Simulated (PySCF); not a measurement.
# Correlation energy of Ti (titanium, neutral)

[Ar] 3d2 4s1 4p1, one real determinant (an excited configuration). All numbers are calculated (PySCF 2.14, the spin-free X2C one-electron Hamiltonian (Gaussian nucleus), in x2c-QZVPPall (11s7p5d3f2g, 96 functions)). Frozen: [Ar]; 4 electrons correlated.

| level | correlation energy (mhartree) |
| --- | --- |
| CCSD | -22.36 |
| (T) | -0.57 |
| CCSD(T) | -22.93 |

Diagnostics: T1 = 0.013, D1 = 0.0257, largest double amplitude 0.070.

The real determinant used has ⟨L²⟩ near 14 against 20 for a pure G term, so it mixes terms.

Cost of the coupled-cluster step: of the order of 22 core-seconds, for 4 correlated electrons.

The basis was made for the ground configuration and has no added diffuse functions, which can raise the energy of the promoted electron.

The reference is one real determinant that mixes LS terms of this configuration.
